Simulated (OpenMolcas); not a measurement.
Cu2+ (d9) among equal point charges was computed by CASSCF with the d shell active (OpenMolcas, ANO-RCC-VDZP on the metal). Its lowest spin-free states, and all those of the highest spin:

| 2S+1 | Degeneracy | E (cm-1) |
| --- | --- | --- |
| 2 | 2 | 0.0 |
| 2 | 3 | 2210 |

Problem. Is the site octahedral, tetrahedral or cube-like, axial, or of lower symmetry?

Solution. The states with 2S+1 = 2 have orbital degeneracies 2, 3. Threefold states need a cubic site. For d9 at this spin an octahedron puts the twofold E below the threefold T2 and a tetrahedron or cube puts the threefold T2 below the twofold E, so the site is octahedral. The first gap at this spin, 2210 cm-1, is |10Dq| in ligand-field theory. The run had Cu2+ among 6 point charges of -1 e arranged as an octahedron (Oh), 1.91 Å from the ion.

An orbital doublet at a regular site is open to a Jahn-Teller distortion, which this geometry leaves out. The ground term spreads over less than 5000 cm-1, several times less than with real ligands, so orbital moments are less quenched and χT lies further from the spin-only value than at real sites. This is an electrostatic model: the charges have no orbitals. No measured value stands beside these numbers.
